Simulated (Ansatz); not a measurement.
`CNB(F)F` + H₂O → `OB(F)F` + CH₃NH₂ at 600 K and 1 bar (formal hydrolysis of a B–N bond).

Gas-phase electronic energies from Ansatz, PBE0-D4/def2-TZVP geometries. CCSD(T)/CBS is the MP2 limit (def2-TZVPP, def2-QZVPP) plus CCSD(T) − MP2 in def2-TZVPP, frozen cores. This one scheme is used for every species. One conformer a species, not always the lowest.

```
  species  CCSD(T)/CBS energy (Eh)  H − E (kJ/mol)  S (J/(mol·K))
`CNB(F)F`               -319.70892           221.3          385.2
      H₂O                -76.37941            76.8          212.8
 `OB(F)F`               -300.33752            98.7          320.4
   CH₃NH₂                -95.75281           199.3          283.8
```

H − E and S are ideal-gas, rigid-rotor, harmonic terms from PBE0-D4/def2-TZVP, for one conformer and one mirror image of each species. 1 Eh = 2625.50 kJ/mol, R = 8.31446 J/(mol·K).

Task: By hand: ΔE, ΔH, ΔS and ΔG.

Result: ΔE = (-300.33752) + (-95.75281) − (-319.70892) − (-76.37941) = -0.00200 Eh = -5.3 kJ/mol. Δ(H − E) = 98.7 + 199.3 − 221.3 − 76.8 = -0.1, so ΔH = -5.4 kJ/mol. ΔS = 320.4 + 283.8 − 385.2 − 212.8 = 6.2 J/(mol·K). ΔG = -5.4 − 600 × (6.2)/1000 = -9.1 kJ/mol.

Task: By hand: the equilibrium constant, and the temperature at which ΔG would vanish if ΔH and ΔS stayed fixed.

Result: log₁₀ K = −ΔG/(RT ln 10) = 0.8. ΔH and −TΔS have one sign here, so there is no such temperature. One of them is within its doubt of zero, so this could turn.

TΔS isn't small against ΔH here. A doubt of 5 kJ/mol in ΔE shifts log₁₀ K by 0.4 here. Other conformers and mirror images would add mixing entropy, several J/(mol·K) or more a flexible species. These are equilibria of isolated gas molecules and say nothing of rates. Largest T1 diagnostic: 0.012 (customary marks: 0.02 for closed shells, 0.045 for open ones).
